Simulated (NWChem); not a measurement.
HSeBr; SMILES [SeH]Br

Program: NWChem. Medium grid unless said otherwise, to which SCAN and Minnesota functionals are sensitive. Geometry: optimised at PBE0-D3(BJ)/def2-TZVP. B3LYP is NWChem's, with the RPA form of VWN correlation.

Question: Order these by “dipole (D)”, lowest first: PBE0/def2-SVP; LDA (Slater exchange, VWN5)/def2-SVP; OLYP/def2-SVP.

Answer: OLYP/def2-SVP (1.17), LDA (Slater exchange, VWN5)/def2-SVP (1.23), PBE0/def2-SVP (1.29)
